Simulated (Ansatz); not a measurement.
Species: sum formula H₄BSiO₃ (charge 0, doublet). It need not be the lowest isomer of its formula. SMILES: OB(O)O[SiH2]
Structure (B3LYP-D3(BJ)/def2-TZVP (Ansatz, an electronic-structure program) minimum search):
```xyz
9

O     -1.9987    -0.8992    -0.2162
B     -0.8876    -0.0999    -0.2492
O     -0.9631     1.1448    -0.8093
O      0.3021    -0.5341     0.2721
Si     1.7918     0.1798     0.4199
H     -1.8316    -1.7513     0.1978
H     -1.8405     1.3539    -1.1442
H      1.6735     1.4682     1.1558
H      2.6292    -0.7811     1.1848
```
Charge 0, spin multiplicity 2.

Parts of the frozen-core correlation energy in STO-3G (Ansatz, hartree). Frozen orbitals: 9; correlated occupied orbitals by spin: 15 and 14; virtual: 9 and 10. Open shells are spin-unrestricted. Spin-orbit coupling is left out. No relativistic terms.

```tsv
term	value
reference (HF)	-533.96155
MP2 opposite-spin	___
MP2 same-spin	-0.03413
CCSD correlation	___
(T)	___
T1 diagnostic	0.016
largest doubles amplitude	0.040
<S^2> of the reference	0.751
```

Complete the blanks.


- MP2 opposite-spin, value: -0.14855
- CCSD correlation, value: -0.22224
- (T), value: -0.00837
